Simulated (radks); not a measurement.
All-electron atom: Sc16+ in 2s2 2p1 3s2 (not the ground configuration). Method: scalar-relativistic Kohn-Sham, LDA (Slater exchange, VWN5 correlation), spin-polarised, spherical densities, point nucleus; open shells are filled with parallel spins first; computed with a radial shooting solver on a logarithmic mesh with Libxc functionals. Some entries of the table are withheld. Estimate them.

orbital  occ.  eigenvalue (eV)  <r> (bohr)
2s up       1        -1229.846      0.2924
2s down     1        -1219.448      0.2937
2p up       1        -1204.205      0.2462
2p down     0        -1187.514      0.2484
3s up       1        -489.8656      0.6959
3s down     1        -487.9072      0.6985
3p up       0        -477.9451      0.6561
3p down     0        -474.7109      0.6606
3d up       0              (1)      0.5646
3d down     0              (2)      0.5692

Answer. 
(1) 3d up eigenvalue (eV): -456.5549
(2) 3d down eigenvalue (eV): -453.6204
